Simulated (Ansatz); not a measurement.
A nudged elastic band was laid between two geometries of H2S + H4Sn (8 atoms, charge 0, multiplicity 1).

Theory: RKS B3LYP/def2-SVP in Ansatz.

* movable images: 9
* climbing image: yes
* spring: 5.0 eV/Å²
* optimiser: quadratic models (default)
* start path: through a guess of the saddle point
* force threshold: 0.05 eV/Å
* iteration limit: 60
* end points: relaxed

Image 0:

```xyz
8
Properties=species:S:1:pos:R:3
Sn 0.492 0.059 -0.239
H 0.450 -0.108 1.470
H 2.130 -0.040 -0.759
H -0.151 1.579 -0.702
H -0.397 -1.215 -0.969
S -3.382 0.105 1.201
H -3.355 -1.230 0.986
H -2.771 -0.023 2.401
```

Image 10:

```xyz
8
Properties=species:S:1:pos:R:3
Sn -0.118 -0.268 -0.945
H -1.623 0.988 3.926
H 1.442 -0.847 -0.531
H -0.203 1.446 -0.825
H -0.569 -0.778 -2.526
S -1.610 -1.294 0.713
H -2.716 -0.653 0.264
H -1.589 0.534 3.313
```

**Question.** Which bonds break or form, and what moves?

**Answer.** Bonds broken: Sn1–H2, S6–H8. Bonds formed: Sn1–S6, H2–H8. H2S + H4Sn becomes H2 + H4SSn.

**Question.** What energy profile does the band end with?

**Answer.** It converged. The highest image is number 3 of 0 to 10, 1.83 eV above the first end and 2.08 eV above the last; the last end lies 0.24 eV below the first. Beside the main top the profile has a ripple of under 15 meV (maxima at images 3, 7), which may be a very shallow well or noise. Neighbouring images differ by up to 1.7 eV, so the band resolves the path poorly. A vibrational analysis at the climbing image gives one clearly imaginary mode, 1383i cm⁻¹: a first-order saddle point. The orbitals stay closed-shell, which can raise the energy where a bond breaks towards radicals; this wasn't checked here.

```
image  path coordinate (Å)  energy (eV)  Sn1–H2 (Å)  S6–H8 (Å)  Sn1–S6 (Å)
    0                 0.00         0.00        1.72       1.35        4.13
    1                 0.90         0.03        1.72       1.35        3.95
    2                 1.81         0.36        1.74       1.36        3.41
    3                 2.71         1.83        2.04       1.72        2.86
    4                 3.96         0.10        2.91       2.44        2.49
    5                 5.21        -0.23        4.00       3.00        2.46
    6                 6.47        -0.23        4.97       3.30        2.46
    7                 7.72        -0.22        4.76       3.18        2.46
    8                 8.97        -0.22        4.88       3.15        2.45
    9                10.22        -0.24        5.03       3.21        2.45
   10                11.47        -0.24        5.25       3.18        2.45
```

**Question.** What is the geometry of the highest image?

**Answer.** 
```xyz
8
Properties=species:S:1:pos:R:3
Sn -0.189 0.020 -0.234
H -0.308 0.180 1.800
H 1.464 -0.399 0.097
H -0.334 1.650 -0.725
H -0.741 -1.174 -1.346
S -2.803 0.015 0.931
H -2.789 -1.326 1.128
H -1.286 0.161 1.739
```

The band took 34 iterations and about 9 core-minutes.

The run took 8.8 min on 1 thread of Intel(R) Xeon(R) 6975P-C (Granite Rapids) (shared host), peak memory 0.16 GiB.
